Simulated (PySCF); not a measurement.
**TDDFT excited states: F4Se2Sn2**

Species: cyclo-(F2SnSe)2.
Bonds: Sn1–F2, Sn1–F3, Sn1–Se4, Sn1–Se8, Se4–Sn5, Sn5–F6, Sn5–F7, Sn5–Se8.

Computed, not measured: TDDFT PBE0/def2-SVPD, vertical, gas phase, core orbitals frozen in the response, def2 core potentials past Kr (PySCF). The structure is a single PBE0-D3(BJ)/def2-SVP conformer in the gas phase; no vibrational or solvent corrections. Spin–orbit coupling is left out.

| state | E (eV) | E (kJ/mol) | λ (nm) | f | main configurations (H = HOMO, L = LUMO) |
| --- | --- | --- | --- | --- | --- |
| S1 | 3.34 | 323 | 370.8 | 0.0000 | H→L (99%) |
| S2 | 3.60 | 348 | 344.1 | 0.0000 | H→L+1 (99%) |
| S3 | 3.92 | 378 | 316.4 | 0.0000 | H-1→L (99%) |
| S4 | 4.19 | 404 | 296.2 | 0.025 | H-1→L+1 (99%) |
| S5 | 4.31 | 416 | 287.5 | 0.0000 | H-2→L (99%) |
| S6 | 4.80 | 463 | 258.1 | 0.047 | H-2→L+1 (86%), H-3→L (12%) |
| S7 | 5.28 | 509 | 235.0 | 0.0000 | H-3→L+1 (98%) |
| S8 | 5.57 | 537 | 222.7 | 0.057 | H-3→L (62%), H→L+3 (24%) |
| S9 | 6.07 | 586 | 204.1 | 0.010 | H→L+2 (86%), H→L+3 (11%) |
| S10 | 6.20 | 599 | 199.9 | 0.0014 | H→L+4 (90%) |

Triplets, Tamm–Dancoff:

```tsv
state	E (eV)	λ (nm)	main configurations (H = HOMO, L = LUMO)
T1	3.00	413.3	H→L (98%)
T2	3.29	377.0	H→L+1 (97%)
T3	3.55	349.3	H-1→L (98%)
T4	3.80	326.2	H-1→L+1 (95%)
```

The lowest singlet comes at 371 nm (323 kJ/mol) in the ultraviolet; it is dark (f under 0.0005); its leading configuration is HOMO→LUMO (99%). The most intense listed level is S8 at 5.57 eV (223 nm, f = 0.057), 2.22 eV above S1. Löwdin shares by element: HOMO selenium 88%, tin 11%; LUMO selenium 58%, tin 25% (atoms not listed hold the other 16%). Orbital energies (eV): HOMO-3 -10.26, HOMO-2 -9.44, HOMO-1 -9.09, HOMO -8.53, LUMO -3.83, LUMO+1 -3.70, LUMO+2 -1.30. Weighted by f, the mean energy of these states is 5.11 eV. No computed singlet lies in the visible range (380 to 750 nm); the lowest, at 371 nm, stands 0.08 eV above its violet end (3.26 eV); a Tamm–Dancoff triplet lies at 413 nm, without intensity as long as spin–orbit coupling is left out. The vertical ionisation energy (ΔSCF) is 10.31 eV, 4.11 eV above S10. The window holds the lowest 10 singlets.
